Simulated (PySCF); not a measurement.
Two species compared at the same levels of theory.

First species: C₆H₅FN₂.
SMILES with atom numbers: `[H]/[N:1]=[CH:2]\[c:3]1[cH:4][cH:5][c:6]([F:7])[cH:8][n:9]1` (hydrogens: H10 on N1; H11 on C2; H12 on C4; H13 on C5; H14 on C8)

Structure used (GFN2-xTB), in Å, numbered top down from 1:
```xyz
14
C6H5FN2 angstrom
N      3.0290    0.5859    0.1377
C      2.1658   -0.3154   -0.0047
C      0.7041   -0.1298   -0.0065
C     -0.1692   -1.2067   -0.1702
C     -1.5322   -0.9700   -0.1637
C     -1.9529    0.3388    0.0083
F     -3.2652    0.6243    0.0242
C     -1.0213    1.3577    0.1649
N      0.2713    1.1203    0.1565
H      2.6210    1.5141    0.2598
H      2.5180   -1.3340   -0.1421
H      0.2166   -2.2064   -0.3002
H     -2.2533   -1.7634   -0.2871
H     -1.3323    2.3841    0.3010
```

Second species: C₈H₄F₃N.
Cartesian coordinates in Å at the GFN2-xTB level; atoms count from 1:
```xyz
16
C8H4F3N angstrom
N      2.0775    0.4522    2.3698
C      1.5574    0.4288    1.3518
C      0.9257    0.4080    0.0774
C      0.3449    1.6961   -0.4907
C     -0.8644    1.1854   -0.6952
C     -0.5068   -0.1944   -0.1772
C     -1.3529   -0.8095    0.9027
F     -2.5285   -1.2457    0.4171
F     -0.7613   -1.8653    1.4773
F     -1.6422    0.0573    1.8824
C      0.1829   -1.1010   -1.1784
C      1.3922   -0.5905   -0.9736
H      0.8189    2.6411   -0.6650
H     -1.7874    1.5426   -1.1066
H     -0.2343   -1.8490   -1.8228
H      2.3708   -0.7473   -1.3805
```

Levels: PBE0/pcSseg-1 for dipole moment, HOMO energy, LUMO energy and HOMO–LUMO gap; GFN2-xTB for rotational constant A and rotational constant C. Geometries: GFN2-xTB. Each species is one conformer at its optimised geometry, gas phase, non-relativistic unless stated. Electronic properties by PySCF.

The conformers computed, where there is a choice (atom-mapped SMILES and torsion angles):
- `[H]/[N:1]=[CH:2]\[c:3]1[cH:4][cH:5][c:6]([F:7])[cH:8][n:9]1`: N1–C2–C3–C4 180°
- `[N:1]#[C:2][C@:3]12[CH:4]=[CH:5][C@@:6]1([C:7]([F:8])([F:9])[F:10])[CH:11]=[CH:12]2`: C5–C6–C7–F8 75°

Task: Which has the higher HOMO energy?

Result: The first: -7.62 eV against -8.21 eV, a difference of 0.59 eV.

Task: Which has the higher rotational constant A?

Result: The first: 5.147 GHz against 1.399 GHz, a difference of 3.748 GHz.

Task: Which of the two has the higher dipole moment, and by how much?

Result: The second: 5.29 D against 3.19 D, a difference of 2.10 D.

Task: Which of the two has the higher HOMO–LUMO gap, and by how much?

Result: The second: 6.60 eV against 5.76 eV, a difference of 0.84 eV.

Task: Which of the two has the higher rotational constant C, and by how much?

Result: The first: 0.857 GHz against 0.823 GHz, a difference of 0.034 GHz.

Task: Which of the two has the higher LUMO energy, and by how much?

Result: The second: -1.61 eV against -1.86 eV, a difference of 0.25 eV.

On the first: In atomic units the dipole is 1.26 e·bohr (1 au = 2.5417 D). A dipole of 3.19 D is allowed in Cs, and pure rotational transitions are dipole-allowed.

On the second: The dipole matches unit charges of opposite sign 1.10 Å apart (1 e·Å = 4.8032 D).
